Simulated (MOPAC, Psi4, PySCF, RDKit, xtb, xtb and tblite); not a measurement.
Two geometries of H6BNSi, SMILES B[SiH2]N, relaxed at GFN2-xTB with one dihedral held; other torsions can differ between them too.

Structure A

```
9

B     -1.5404     0.5331     0.0267
Si     0.0488    -0.6021     0.0068
N     -0.3321    -2.1325     0.7276
H     -1.4450     1.6969     0.0966
H     -2.6256     0.1022    -0.0531
H      1.2059    -0.1774     0.8139
H      0.6081    -0.7375    -1.3669
H      0.3972    -2.8209     0.8230
H     -1.1918    -2.5912     0.4716
```

Structure B

```
9

B      1.5476     0.5370     0.0116
Si    -0.0282    -0.6216    -0.0049
N     -1.0119    -0.1943    -1.3696
H      1.4613     1.7019     0.0909
H      2.6306     0.0956     0.0107
H      0.1623    -2.0652    -0.2261
H     -0.7651    -0.5661     1.2876
H     -1.8487    -0.7280    -1.5432
H     -1.2000     0.7804    -1.5438
```

**Question.** Which is lower in energy at the level DF-MP2 (frozen core)/cc-pVTZ // GFN2-xTB (Psi4 1.11), and by how much?

**Answer.** A is lower, by 2.79 kJ/mol (dihedral H4–B1–Si2–N3: 150° in A, 60° in B).

E(B) − E(A) in kJ/mol at the other levels, on the same two geometries: GFN2-xTB (xtb and tblite) 1.49; PBE0/def2-TZVP // GFN2-xTB (Psi4) 3.86; PBE0-D3(BJ)/def2-TZVP // GFN2-xTB (Psi4) 3.88; PBE/def2-TZVP // GFN2-xTB (Psi4) 4.59; PBE-D3(BJ)/def2-TZVP // GFN2-xTB (Psi4) 4.61; M06-2X/def2-TZVP // GFN2-xTB (Psi4) 3.55; HF/cc-pVTZ // GFN2-xTB (Psi4) 2.33; UFF // GFN2-xTB (RDKit) -4.28; PM3, restricted, heats of formation // GFN2-xTB (MOPAC) 6.20; AM1, restricted, heats of formation // GFN2-xTB (MOPAC) 4.00; GFN1-xTB // GFN2-xTB (xtb) 1.30; restricted B3LYP/6-31G*, spherical d // GFN2-xTB (PySCF) 3.24; restricted LDA (SVWN5)/6-31G*, spherical d // GFN2-xTB (PySCF) 4.99; restricted Hartree-Fock/STO-3G // GFN2-xTB (PySCF) 1.90; restricted B3LYP/3-21G // GFN2-xTB (PySCF) 3.96.
